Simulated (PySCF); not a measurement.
**Ionisation energy of Xe¹⁸⁺ by level of theory**

Xe¹⁸⁺ [Kr] → Xe¹⁹⁺ [Ar] 3d10 4s2 4p5 [4p1/2^2 4p3/2^3, M_J = 3/2], as a difference of total energies. Calculation: PySCF 2.14, in an uncontracted even-tempered set (18 s from 1 bohr⁻², ratio 2.8; 14 p from 1.4 bohr⁻², ratio 2.8; 9 d from 2.4 bohr⁻², ratio 2.8; 4 f from 9.1 bohr⁻², ratio 3); the two-component X2C-1e Hamiltonian. Correlated levels: [Ne] frozen; the 82 highest virtual spinors dropped. "Screened" scales the spin-orbit matrix elements by Boettger's factors to mimic the two-electron term; Breit and QED terms are absent.

```csv
method,ionisation energy (eV)
GHF (screened spin-orbit),548.87
GMP2 (screened spin-orbit),550.01
```

Task: How much does correlation contribute at GMP2 (screened spin-orbit)?

Result: 550.01 − (548.87) = 1.14 eV, measured against GHF (screened spin-orbit).

Breit and QED terms and the two-electron picture change are absent.

For comparison: 549 ± 3 eV (theoretical estimate listed by NIST; NIST Atomic Spectra Database, ionization energies).
